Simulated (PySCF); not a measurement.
**Atomic charges by several schemes**

C6H13OP.
Geometry (GFN2-xTB, Å), atoms numbered from 1 in this order:
```
atom  x, y, z in Å
C1     2.7545    0.9376   -0.7719
C2     1.8085    0.0272   -0.9185
P3     0.5155   -0.1057    0.3508
C4     0.6587   -1.8411    0.9368
O5     0.6267    0.8806    1.4311
C6    -1.0774   -0.0084   -0.5979
C7    -1.1475    1.3918   -1.1898
C8    -2.2249   -0.2651    0.3669
H9     3.5608    1.0735   -1.4758
H10    2.7332    1.5878    0.0891
H11    1.7752   -0.6521   -1.7582
H12   -0.0583   -1.9892    1.7415
H13    1.6628   -1.9624    1.3404
H14    0.4903   -2.5618    0.1427
H15   -1.0746   -0.7568   -1.3955
H16   -1.0577    2.1250   -0.3897
H17   -0.3316    1.5541   -1.8935
H18   -2.0929    1.5510   -1.7066
H19   -2.1126    0.3782    1.2383
H20   -3.1815   -0.0458   -0.1050
H21   -2.2359   -1.3015    0.6990
```

Density: PBE0/pcSseg-1 (PySCF); schemes: Mulliken, IAO, Hirshfeld and ESP-fitted. The structure is a single GFN2-xTB conformer in the gas phase; no vibrational or solvent corrections.

Task: Do the Mulliken, IAO, Hirshfeld and ESP-fitted schemes agree on where the charge is lowest?

Result: The schemes don't all agree: Mulliken O5 (-0.611); IAO O5 (-0.933); Hirshfeld O5 (-0.394); ESP-fitted C4 (-0.731).

Task: For which atoms does the sign change between the 4 schemes (beyond +0.03 e in one, beyond −0.03 e in another)?

Result: C6. Atomic charges aren't observables, and each scheme defines them in its own way.

Task: Tabulate the Mulliken, IAO, Hirshfeld and ESP-fitted charges.

Result: In e:

```csv
atom,environment,Mulliken,IAO,Hirshfeld,ESP-fitted
C1,terminal =CH2 carbon,-0.100,-0.266,-0.067,-0.275
C2,alkene CH carbon,-0.454,-0.430,-0.097,-0.310
P3,phosphoryl phosphorus,+0.877,+1.516,+0.435,+0.908
C4,sp3 carbon bound to phosphorus,-0.469,-0.688,-0.164,-0.731
O5,phosphoryl oxygen,-0.611,-0.933,-0.394,-0.648
C6,sp3 carbon bound to phosphorus,-0.545,-0.335,-0.063,+0.225
C7,methyl carbon,-0.222,-0.421,-0.121,-0.503
C8,methyl carbon,-0.225,-0.421,-0.118,-0.463
H9,vinylic hydrogen,+0.125,+0.156,+0.055,+0.163
H10,vinylic hydrogen,+0.146,+0.171,+0.051,+0.167
H11,vinylic hydrogen,+0.130,+0.154,+0.048,+0.143
H12,methyl hydrogen,+0.159,+0.167,+0.054,+0.206
H13,methyl hydrogen,+0.160,+0.170,+0.053,+0.211
H14,methyl hydrogen,+0.136,+0.156,+0.047,+0.167
H15,methine hydrogen,+0.136,+0.135,+0.037,-0.006
H16,methyl hydrogen,+0.135,+0.154,+0.042,+0.141
H17,methyl hydrogen,+0.126,+0.142,+0.033,+0.105
H18,methyl hydrogen,+0.121,+0.140,+0.042,+0.141
H19,methyl hydrogen,+0.136,+0.154,+0.043,+0.128
H20,methyl hydrogen,+0.122,+0.143,+0.044,+0.130
H21,methyl hydrogen,+0.117,+0.136,+0.039,+0.103
```

Mean size of the charges over all atoms: IAO 0.333 e, ESP-fitted 0.280 e, Mulliken 0.250 e, Hirshfeld 0.098 e. Each set sums to the total charge, 0, to within 0.001 e. The ESP scheme fits charges at the nuclei, held to the total charge, to the electrostatic potential on points at 1.4 to 2.0 times the van der Waals radii.

Task: How closely do the schemes follow one another over all atoms?

Result: Correlation coefficient and root-mean-square difference: IAO with Hirshfeld 0.98, 0.330 e; Mulliken with IAO 0.96, 0.184 e; Mulliken with Hirshfeld 0.92, 0.198 e; IAO with ESP-fitted 0.92, 0.197 e; Hirshfeld with ESP-fitted 0.91, 0.238 e; Mulliken with ESP-fitted 0.83, 0.204 e.

Task: How many electrons does the Mulliken scheme count on C1?

Result: Z − q = 6 − (-0.100) = 6.100.
